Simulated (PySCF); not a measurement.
# Heteronuclear NMR

Geometry:
```tsv
atom	x (Å)	y (Å)	z (Å)
O1	0.294	0.210	-2.065
P2	0.225	-0.545	-0.826
C3	-1.466	-0.856	-0.204
F4	-1.887	-2.121	-0.138
C5	-2.247	0.179	0.081
F6	-3.500	0.182	0.471
F7	-1.756	1.403	0.000
C8	1.037	0.267	0.602
F9	0.370	0.384	1.757
C10	2.267	0.752	0.462
F11	2.930	0.589	-0.664
F12	2.985	1.392	1.356
H13	0.743	-1.834	-0.852
```

PySCF 2.14.0 with density-fitted response routines calculation with GFN2-xTB structure and GIAO PBE0/pcSseg-1 shieldings; in vacuum, single conformer, relativity neglected, averaged over atoms made equivalent by symmetry, fast rotation or ring inversion.

(1) What are the $^{19}$F shifts?

(2) Predict the $^{31}$P NMR data.

(3) Predict the $^{17}$O NMR data.

## Answers

(1) 
```csv
atoms,environment,σ (ppm),δ (ppm)
F6/F12,vinylic fluorine,248.8,-78.5
F7/F11,vinylic fluorine,276.8,-103.7
F4/F9,vinylic fluorine,380.2,-197.1
```

Shieldings were converted by a linear fit to measured shifts: $^{19}$F (scatter 6.0 ppm rms, 7.0 ppm with the 5 outliers that the fit left out vs CFCl3, solution or neat liquid, with a term for F on sp3 carbon). A few per cent of atoms miss by over 2 rms, more outside the fitted compound classes.

On a 500 MHz spectrometer $^{19}$F resonates near 470.5 MHz, so 1 ppm is 470.5 Hz.

(2) 
| atoms | environment | σ (ppm) | δ (ppm) |
| --- | --- | --- | --- |
| P2 | phosphorus bonded to 2 C, O, H | 348.6 | -18.7 |

Shieldings were converted by a linear fit to measured shifts: $^{31}$P: δ = 270.09 − 0.828σ (rms 18.1 ppm, 64 shifts vs H3PO4, solution or neat liquid). Occasional misses reach two or three times the rms, and more in compound classes unlike the fitted ones.

On a 400 MHz spectrometer $^{31}$P resonates near 161.9 MHz, so 1 ppm is 161.9 Hz.

(3) 
| atoms | environment | σ (ppm) | δ (ppm) |
| --- | --- | --- | --- |
| O1 | P=O oxygen | 238.2 | 49.7 |

Shieldings were converted by a linear fit to measured shifts: $^{17}$O: δ = 266.70 − 0.911σ (rms 10.7 ppm, 155 shifts, 12.2 ppm with the 3 outliers that the fit left out vs liquid water, solution or neat liquid). A few per cent of atoms miss by over 2 rms, more outside the fitted compound classes.

On a 500 MHz spectrometer $^{17}$O resonates near 67.8 MHz, so 1 ppm is 67.8 Hz.
